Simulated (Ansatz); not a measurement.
Ansatz (a quantum-chemistry and plane-wave program) job for silylmethoxysilane (CH8OSi2), SMILES [SiH3]CO[SiH3], PBE-D3(BJ)/def2-SVP. 

Ansatz 0.2 input:
```yaml
crystal:
  periodic: [false, false, false]
  atoms:
    - {symbol: Si, position_ang: [1.65432098, 0.95463279, -0.58297449]}
    - {symbol: C, position_ang: [0.74839880, -0.69912861, -0.29875118]}
    - {symbol: O, position_ang: [-0.65825499, -0.51875966, -0.42631718]}
    - {symbol: Si, position_ang: [-1.71719537, -0.39574067, 0.85719000]}
    - {symbol: H, position_ang: [3.12807732, 0.75359459, -0.44224261]}
    - {symbol: H, position_ang: [1.35092445, 1.46505176, -1.94900292]}
    - {symbol: H, position_ang: [1.19348182, 1.95111706, 0.42569940]}
    - {symbol: H, position_ang: [1.07608317, -1.43533475, -1.05418825]}
    - {symbol: H, position_ang: [1.02780008, -1.12712109, 0.68497486]}
    - {symbol: H, position_ang: [-1.43551492, 0.81465129, 1.68713151]}
    - {symbol: H, position_ang: [-3.07805407, -0.30434924, 0.27124282]}
    - {symbol: H, position_ang: [-1.60690936, -1.59725014, 1.74041277]}
basis:
  gaussian:
    orbitals: def2-SVP
hamiltonian:
  xc: pbe
  dispersion: d3bj
relax: {f_tol: 0.002, max_steps: 200}
```

Log of the run:

```
WARN ansatz: RAYON_NUM_THREADS=1 ignored (pool sized by the plan → 1); use --threads N
Functional definition: PBE
integrals: 0.05 GiB planned
1157 factors; their error is unknown
mean field: 0.27 GiB planned
mean field evaluation 1: about -18944.1259 eV, gradient 5.1e1 eV
mean field evaluation 2: about -18921.3563 eV, gradient 1.2e2 eV
mean field evaluation 4: about -18949.9075 eV, gradient 9.3e0 eV
mean field evaluation 8: about -18950.0867 eV, gradient 2.1e-1 eV
mean field evaluation 16: about -18950.0052 eV, gradient 9.1e-5 eV
mean field -18950.00522071 eV, -696.3998470862 hartree, gradient 1.5e-5 eV, S^2 0.000000; 0 other end points of the search recorded, 0 dependent functions left out
the calculation of the forces begins
reference -18950.00526103 eV, -696.3998485680 hartree; 25, 25 occupied and 79, 79 virtual orbitals, 1157 factors
relax step   1: F+E_penalty+E_count = -18950.24914345 eV  Δ(F+E_penalty+E_count) = +0.000e0 eV  max|allowed force component| = 3.954e-1 eV/Å  Δτ_max = 0.0000 Å  (26 SCF iters, accepted)
these checks for a lower state are left out or cut short: starts, cluster_reference, orbital_swaps, neighbouring_geometries, increment
integrals: 0.05 GiB planned
1157 factors; their error is unknown
mean field: 0.27 GiB planned
mean field -18950.02016087 eV, -696.4003961271 hartree, gradient 2.1e-5 eV, S^2 0.000000; 0 other end points of the search recorded, 0 dependent functions left out
the calculation of the forces begins
reference -18950.02020128 eV, -696.4003976120 hartree; 25, 25 occupied and 79, 79 virtual orbitals, 1157 factors
relax step   2: F+E_penalty+E_count = -18950.26335541 eV  Δ(F+E_penalty+E_count) = -1.421e-2 eV  max|allowed force component| = 2.331e-1 eV/Å  Δτ_max = 0.0141 Å  (28 SCF iters, accepted)
these checks for a lower state are left out or cut short: starts, cluster_reference, orbital_swaps, neighbouring_geometries, increment
integrals: 0.05 GiB planned
1157 factors; their error is unknown
mean field: 0.27 GiB planned
mean field evaluation 32: about -18950.0226 eV, gradient 2.1e-5 eV
mean field -18950.02263833 eV, -696.4004871718 hartree, gradient 2.1e-5 eV, S^2 0.000000; 0 other end points of the search recorded, 0 dependent functions left out
the calculation of the forces begins
reference -18950.02267876 eV, -696.4004886579 hartree; 25, 25 occupied and 79, 79 virtual orbitals, 1157 factors
relax step   3: F+E_penalty+E_count = -18950.26558019 eV  Δ(F+E_penalty+E_count) = -2.225e-3 eV  max|allowed force component| = 7.339e-2 eV/Å  Δτ_max = 0.0089 Å  (29 SCF iters, accepted)
these checks for a lower state are left out or cut short: starts, cluster_reference, orbital_swaps, neighbouring_geometries, increment
integrals: 0.05 GiB planned
1157 factors; their error is unknown
mean field: 0.27 GiB planned
mean field -18950.02180491 eV, -696.4004565442 hartree, gradient 2.1e-5 eV, S^2 0.000000; 0 other end points of the search recorded, 0 dependent functions left out
the calculation of the forces begins
reference -18950.02184536 eV, -696.4004580307 hartree; 25, 25 occupied and 79, 79 virtual orbitals, 1157 factors
relax step   4: F+E_penalty+E_count = -18950.26512017 eV  Δ(F+E_penalty+E_count) = +4.600e-4 eV  max|allowed force component| = 9.519e-2 eV/Å  Δτ_max = 0.0296 Å  (28 SCF iters, rejected (line search))
these checks for a lower state are left out or cut short: starts, cluster_reference, orbital_swaps, neighbouring_geometries, increment
integrals: 0.05 GiB planned
1157 factors; their error is unknown
mean field: 0.27 GiB planned
mean field -18950.02285481 eV, -696.4004951276 hartree, gradient 2.1e-5 eV, S^2 0.000000; 0 other end points of the search recorded, 0 dependent functions left out
the calculation of the forces begins
reference -18950.02289525 eV, -696.4004966136 hartree; 25, 25 occupied and 79, 79 virtual orbitals, 1157 factors
relax step   5: F+E_penalty+E_count = -18950.26605757 eV  Δ(F+E_penalty+E_count) = -4.774e-4 eV  max|allowed force component| = 1.163e-2 eV/Å  Δτ_max = 0.0145 Å  (29 SCF iters, accepted)
these checks for a lower state are left out or cut short: starts, cluster_reference, orbital_swaps, neighbouring_geometries, increment
integrals: 0.05 GiB planned
1157 factors; their error is unknown
mean field: 0.27 GiB planned
mean field -18950.02261974 eV, -696.4004864887 hartree, gradient 2.1e-5 eV, S^2 0.000000; 0 other end points of the search recorded, 0 dependent functions left out
the calculation of the forces begins
reference -18950.02266018 eV, -696.4004879749 hartree; 25, 25 occupied and 79, 79 virtual orbitals, 1157 factors
relax step   6: F+E_penalty+E_count = -18950.26624064 eV  Δ(F+E_penalty+E_count) = -1.831e-4 eV  max|allowed force component| = 7.042e-3 eV/Å  Δτ_max = 0.0185 Å  (28 SCF iters, accepted)
these checks for a lower state are left out or cut short: starts, cluster_reference, orbital_swaps, neighbouring_geometries, increment
integrals: 0.05 GiB planned
1157 factors; their error is unknown
mean field: 0.27 GiB planned
mean field -18950.02226241 eV, -696.4004733572 hartree, gradient 2.1e-5 eV, S^2 0.000000; 0 other end points of the search recorded, 0 dependent functions left out
the calculation of the forces begins
reference -18950.02230286 eV, -696.4004748438 hartree; 25, 25 occupied and 79, 79 virtual orbitals, 1157 factors
relax step   7: F+E_penalty+E_count = -18950.26629461 eV  Δ(F+E_penalty+E_count) = -5.397e-5 eV  max|allowed force component| = 5.501e-3 eV/Å  Δτ_max = 0.0179 Å  (29 SCF iters, accepted)
these checks for a lower state are left out or cut short: starts, cluster_reference, orbital_swaps, neighbouring_geometries, increment
integrals: 0.05 GiB planned
1157 factors; their error is unknown
mean field: 0.27 GiB planned
mean field evaluation 64: about -18950.0222 eV, gradient 4.3e-4 eV
mean field -18950.02223063 eV, -696.4004721893 hartree, gradient 1.9e-5 eV, S^2 0.000000; 0 other end points of the search recorded, 0 dependent functions left out
the calculation of the forces begins
reference -18950.02227108 eV, -696.4004736758 hartree; 25, 25 occupied and 79, 79 virtual orbitals, 1157 factors
relax step   8: F+E_penalty+E_count = -18950.26631345 eV  Δ(F+E_penalty+E_count) = -1.884e-5 eV  max|allowed force component| = 1.109e-2 eV/Å  Δτ_max = 0.0062 Å  (21 SCF iters, accepted)
these checks for a lower state are left out or cut short: starts, cluster_reference, orbital_swaps, neighbouring_geometries, increment
integrals: 0.05 GiB planned
1157 factors; their error is unknown
mean field: 0.27 GiB planned
mean field -18950.02232006 eV, -696.4004754756 hartree, gradient 8.9e-6 eV, S^2 0.000000; 0 other end points of the search recorded, 0 dependent functions left out
the calculation of the forces begins
reference -18950.02236051 eV, -696.4004769622 hartree; 25, 25 occupied and 79, 79 virtual orbitals, 1157 factors
relax step   9: F+E_penalty+E_count = -18950.26635103 eV  Δ(F+E_penalty+E_count) = -3.758e-5 eV  max|allowed force component| = 2.313e-3 eV/Å  Δτ_max = 0.0075 Å  (22 SCF iters, accepted)
these checks for a lower state are left out or cut short: starts, cluster_reference, orbital_swaps, neighbouring_geometries, increment
integrals: 0.05 GiB planned
1157 factors; their error is unknown
mean field: 0.27 GiB planned
mean field -18950.02232814 eV, -696.4004757725 hartree, gradient 2.1e-5 eV, S^2 0.000000; 0 other end points of the search recorded, 0 dependent functions left out
the calculation of the forces begins
reference -18950.02236860 eV, -696.4004772596 hartree; 25, 25 occupied and 79, 79 virtual orbitals, 1157 factors
relax step  10: F+E_penalty+E_count = -18950.26639521 eV  Δ(F+E_penalty+E_count) = -4.418e-5 eV  max|allowed force component| = 6.746e-3 eV/Å  Δτ_max = 0.0216 Å  (28 SCF iters, accepted)
these checks for a lower state are left out or cut short: starts, cluster_reference, orbital_swaps, neighbouring_geometries, increment
integrals: 0.05 GiB planned
1157 factors; their error is unknown
mean field: 0.27 GiB planned
mean field -18950.02226142 eV, -696.4004733208 hartree, gradient 2.1e-5 eV, S^2 0.000000; 0 other end points of the search recorded, 0 dependent functions left out
the calculation of the forces begins
reference -18950.02230192 eV, -696.4004748090 hartree; 25, 25 occupied and 79, 79 virtual orbitals, 1157 factors
relax step  11: F+E_penalty+E_count = -18950.26642021 eV  Δ(F+E_penalty+E_count) = -2.500e-5 eV  max|allowed force component| = 4.813e-3 eV/Å  Δτ_max = 0.0270 Å  (28 SCF iters, accepted)
these checks for a lower state are left out or cut short: starts, cluster_reference, orbital_swaps, neighbouring_geometries, increment
integrals: 0.05 GiB planned
1157 factors; their error is unknown
mean field: 0.27 GiB planned
mean field -18950.02225719 eV, -696.4004731653 hartree, gradient 8.9e-6 eV, S^2 0.000000; 0 other end points of the search recorded, 0 dependent functions left out
the calculation of the forces begins
reference -18950.02229770 eV, -696.4004746540 hartree; 25, 25 occupied and 79, 79 virtual orbitals, 1157 factors
relax step  12: F+E_penalty+E_count = -18950.26642540 eV  Δ(F+E_penalty+E_count) = -5.193e-6 eV  max|allowed force component| = 5.000e-3 eV/Å  Δτ_max = 0.0087 Å  (22 SCF iters, accepted)
these checks for a lower state are left out or cut short: starts, cluster_reference, orbital_swaps, neighbouring_geometries, increment
integrals: 0.05 GiB planned
1157 factors; their error is unknown
mean field: 0.27 GiB planned
mean field evaluation 96: about -18950.0223 eV, gradient 8.9e-5 eV
mean field -18950.02225291 eV, -696.4004730080 hartree, gradient 8.9e-5 eV, S^2 0.000000; 0 other end points of the search recorded, 0 dependent functions left out
the calculation of the forces begins
reference -18950.02229342 eV, -696.4004744966 hartree; 25, 25 occupied and 79, 79 virtual orbitals, 1157 factors
relax step  13: F+E_penalty+E_count = -18950.26643088 eV  Δ(F+E_penalty+E_count) = -5.473e-6 eV  max|allowed force component| = 2.302e-3 eV/Å  Δτ_max = 0.0013 Å  (17 SCF iters, accepted)
these checks for a lower state are left out or cut short: starts, cluster_reference, orbital_swaps, neighbouring_geometries, increment
integrals: 0.05 GiB planned
1157 factors; their error is unknown
mean field: 0.27 GiB planned
mean field -18950.02224689 eV, -696.4004727868 hartree, gradient 8.5e-6 eV, S^2 0.000000; 0 other end points of the search recorded, 0 dependent functions left out
the calculation of the forces begins
reference -18950.02228740 eV, -696.4004742755 hartree; 25, 25 occupied and 79, 79 virtual orbitals, 1157 factors
relax step  14: F+E_penalty+E_count = -18950.26643197 eV  Δ(F+E_penalty+E_count) = -1.096e-6 eV  max|allowed force component| = 2.316e-3 eV/Å  Δτ_max = 0.0010 Å  (20 SCF iters, accepted)
these checks for a lower state are left out or cut short: starts, cluster_reference, orbital_swaps, neighbouring_geometries, increment
integrals: 0.05 GiB planned
1157 factors; their error is unknown
mean field: 0.27 GiB planned
mean field -18950.02224621 eV, -696.4004727619 hartree, gradient 3.4e-5 eV, S^2 0.000000; 0 other end points of the search recorded, 0 dependent functions left out
the calculation of the forces begins
reference -18950.02228672 eV, -696.4004742505 hartree; 25, 25 occupied and 79, 79 virtual orbitals, 1157 factors
relax step  15: F+E_penalty+E_count = -18950.26643226 eV  Δ(F+E_penalty+E_count) = -2.912e-7 eV  max|allowed force component| = 5.948e-4 eV/Å  Δτ_max = 0.0004 Å  (17 SCF iters, accepted)
integrals: 0.05 GiB planned
1157 factors; their error is unknown
mean field: 0.27 GiB planned
mean field -18950.02224621 eV, -696.4004727619 hartree, gradient 3.4e-5 eV, S^2 0.000000; 1 other end points of the search recorded, 0 dependent functions left out
the calculation of the forces begins
reference -18950.02228672 eV, -696.4004742505 hartree; 25, 25 occupied and 79, 79 virtual orbitals, 1157 factors
Total energy: -18950.26647277 eV, -696.4094479224 hartree
Atom 0 at     1.647444     0.949519    -0.558425 Å, force     0.000009    -0.000005     0.000011 eV/Å
Atom 1 at     0.735009    -0.719135    -0.324020 Å, force     0.000100    -0.000102     0.000173 eV/Å
Atom 2 at    -0.676312    -0.555565    -0.464039 Å, force    -0.000595     0.000091     0.000087 eV/Å
Atom 3 at    -1.708951    -0.379867     0.854042 Å, force     0.000276     0.000048    -0.000288 eV/Å
Atom 4 at     3.133038     0.742640    -0.414038 Å, force    -0.000005     0.000012     0.000030 eV/Å
Atom 5 at     1.349771     1.501944    -1.923503 Å, force     0.000021    -0.000001     0.000010 eV/Å
Atom 6 at     1.181112     1.932358     0.480081 Å, force     0.000010    -0.000014    -0.000033 eV/Å
Atom 7 at     1.082809    -1.434068    -1.103061 Å, force     0.000052     0.000018    -0.000065 eV/Å
Atom 8 at     1.017457    -1.175956     0.655998 Å, force     0.000200    -0.000045     0.000032 eV/Å
Atom 9 at    -1.443740     0.895154     1.614504 Å, force    -0.000035     0.000042     0.000034 eV/Å
Atom 10 at    -3.094293    -0.359562     0.286496 Å, force    -0.000067    -0.000042     0.000027 eV/Å
Atom 11 at    -1.540185    -1.536097     1.809138 Å, force     0.000035    -0.000002    -0.000018 eV/Å
Dipole moment:     0.105446    -0.103603     0.130416 e Å
```

Self-consistency was reached.
